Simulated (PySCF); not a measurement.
C₃H₆Cl, SMILES C[C](C)Cl, multiplicity 2. Atoms are numbered in the order given.

```xyz
10

C     -1.0659     0.0249    -1.3060
C     -0.3915    -0.1754     0.0000
C     -1.0659     0.0249     1.3060
Cl     1.3316     0.0152     0.0000
H     -1.1103     1.0960    -1.5900
H     -2.1012    -0.3471    -1.2626
H     -0.5371    -0.5015    -2.1148
H     -0.5371    -0.5015     2.1148
H     -1.1103     1.0960     1.5900
H     -2.1012    -0.3471     1.2626
```
Charge 0, spin multiplicity 2.

Geometry optimised at PBE0-D3(BJ)/def2-SVP. The isomer is the one that the SMILES or the coordinates give; other isomers of the formula were not compared.

The numbers are results of B3LYP/pcH-1 (PySCF), not measurements.

Unrestricted Kohn–Sham, ⟨S²⟩ = 0.754. Hyperfine tensors hold the contact and dipolar terms, without spin-orbit corrections.

Computed hyperfine couplings:
```
nucleus     A(iso) (MHz)  A(iso) (G)  dipolar principal values (MHz)
----------  ------------  ----------  ------------------------------
13C no. 1          -24.4        -8.7                 -1.9, -1.4, 3.3
13C no. 2          169.4        60.4             -80.8, -80.5, 161.3
13C no. 3          -24.4        -8.7                 -1.9, -1.4, 3.3
35Cl no. 4           7.7         2.7              -25.7, -15.2, 40.8
1H no. 5           134.9        48.1                 -4.4, -2.9, 7.3
1H no. 6            17.7         6.3                 -5.2, -4.1, 9.3
1H no. 7            44.1        15.7                 -5.0, -4.4, 9.4
1H no. 8            44.1        15.7                 -5.0, -4.4, 9.4
1H no. 9           134.9        48.1                 -4.4, -2.9, 7.3
1H no. 10           17.7         6.3                 -5.2, -4.1, 9.3
```

**Question.** And the g tensor (effective nuclear charges for spin-orbit coupling, GIAO)? (An estimate is asked for; the answer gives what the named calculation found.)

**Answer.** principal values 2.0016, 2.0065, 2.0083; isotropic 2.0054.
